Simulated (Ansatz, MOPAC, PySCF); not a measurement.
Donor–acceptor adduct: GaH3 (SMILES [GaH3]) (first 4 atoms) with C2H6O (SMILES COC); geometry from B3LYP-D3(BJ)/def2-TZVP, rigid monomers moved along the line of their centres of mass till Ga1···O6 is 3.89 Å.
(charge 0, multiplicity 1):
```xyz
13

Ga     0.717     0.240     0.985
H      1.978    -0.697     1.120
H     -0.609    -0.376     0.377
H      0.901     1.806     0.934
C     -1.665     0.815     4.997
O     -0.585    -0.049     4.635
C     -0.729    -1.373     5.157
H     -1.735     0.876     6.085
H     -2.606     0.443     4.583
H     -1.441     1.794     4.583
H     -0.789    -1.331     6.246
H      0.153    -1.931     4.854
H     -1.626    -1.847     4.751
```

Interaction energies are E(AB) − E(A) − E(B) at the monomers' geometry in the complex; basis-set methods are counterpoise corrected. Rows marked so take none.

Rows in 6-31G*, STO-3G carry no dispersion term and start afresh at each structure (6-31G* with six Cartesian d functions); the Pople sets are all-electron and without relativity. The state that AM1, PM6 reach isn't checked.

The values were computed with Ansatz (Gaussian basis) for Hartree–Fock, density functionals and correlated methods; MOPAC for AM1, PM6 (differences of heats of formation); PySCF for 6-31G* rows, STO-3G rows, the dispersion terms. Values without a source in brackets are computed.

| level | interaction energy (kJ/mol) |
|---|---|
| AM1 | -8.3 |
| PM6 | -2.8 |
| HF/STO-3G (no counterpoise) | -5.9 |
| HF/6-31G* | -11.7 |
| HF/6-31G* (no counterpoise) | -14.7 |
| PBE/def2-TZVPPD | -10.4 |
| r2SCAN-D3(BJ)/def2-TZVPPD | -12.5 |
| PBE0/def2-TZVPPD | -10.6 |
| PBE0-D3(BJ)/def2-TZVPPD | [?] |

Problem. Fill in the missing entries.

Solution. 
- PBE0-D3(BJ)/def2-TZVPPD, interaction energy (kJ/mol): -13.1

Ansatz is an electronic-structure program.
